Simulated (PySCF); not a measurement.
Cd(SH)(SMe) (CH4CdS2), SMILES [SH][Cd][S]C.

The structure is a stationary point at PBE-D3(BJ)/def2-SVP. The structure was generated by enumeration; whether it is a known compound was not checked. The def2 effective core potentials stand for the cores of Cd; spin–orbit coupling is left out. The values are those of a single conformer.

Calculation: PBE-D3(BJ)/def2-SVP in PySCF 2.14.0.

Frequencies are harmonic and unscaled.

### Question
List the normal modes with their intensities. (An estimate is asked for; the answer gives what the named calculation found.)

### Answer

```
mode  ν (cm⁻¹)  IR (km/mol)  moving atoms (share of kinetic energy)
----  --------  -----------  --------------------------------------
1           66          2.2         S 41 %, Cd 28 %, C 21 %, H 10 %
2           78          4.2                 S 50 %, Cd 31 %, H 18 %
3          114          6.4                                  H 89 %
4          129         10.7                          H 87 %, S 10 %
5          164          1.4         C 40 %, S 25 %, Cd 17 %, H 17 %
6          299          0.1                                  S 96 %
7          382         42.3                         S 61 %, Cd 36 %
8          619          3.2                                  H 95 %
9          685          2.2                   C 60 %, S 31 %, H 9 %
10         922          6.6                          H 84 %, C 14 %
11         932         12.4                          H 82 %, C 16 %
12        1283         22.1                          H 87 %, C 12 %
13        1401          6.6                                  H 95 %
14        1406         10.3                                  H 95 %
15        2607          2.2                                  H 97 %
16        2981         24.9                                  H 98 %
17        3085          1.8                          H 90 %, C 10 %
18        3088          3.6                          H 90 %, C 10 %
```
